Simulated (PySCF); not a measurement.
PySCF was given this input:
```python
from pyscf import gto, scf, mcscf
import numpy

mol = gto.Mole()
mol.atom = '''
    Se    0.35745715    0.60512081    0.70550420
    Br   -0.41199936   -1.43140313   -0.02164820
    Si    0.13877985    1.70160874   -1.30820287
    H     0.57268371    3.04241751   -0.94476184
    H    -1.82456353    1.58776402   -1.85774201
    H     1.01444104    1.03977109   -2.26912326
'''
mol.basis = 'sto-3g'
mol.verbose = 4
mol.build()

mf = scf.RHF(mol)
mf.kernel()
mc = mcscf.CASSCF(mf, 4, 4)
mc.kernel()
occ = numpy.linalg.eigvalsh(mc.fcisolver.make_rdm1(mc.ci, mc.ncas, mc.nelecas))[::-1]
ss = mc.fcisolver.spin_square(mc.ci, mc.ncas, mc.nelecas)[0]
print('natural occupations', occ.round(4), ' <S^2>', round(ss, 4))
```

**Question.** Predict the SCF-reference HOMO energy from CASSCF(4,4)/STO-3G (PySCF).

**Answer.** -6.75 eV

**Question.** Predict the SCF-reference HOMO-LUMO gap from CASSCF(4,4)/STO-3G.

**Answer.** 12.61 eV

**Question.** What SCF-reference dipole moment does CASSCF(4,4)/STO-3G give?

**Answer.** 2.84 D

**Question.** Estimate the nuclear repulsion energy that CASSCF(4,4)/STO-3G returns for this input.

**Answer.** 504.6613 Eh

**Question.** Estimate the natural occupations of the active orbitals that CASSCF(4,4)/STO-3G returns for this input.

**Answer.** 1.96, 1.87, 0.13, 0.04

**Question.** What is the computed SCF-reference Mulliken (on the basis functions themselves) charges in atom order (CASSCF(4,4)/STO-3G)?

**Answer.** Se1 -0.13, Br2 -0.11, Si3 0.60, H4 -0.12, H5 -0.11, H6 -0.12
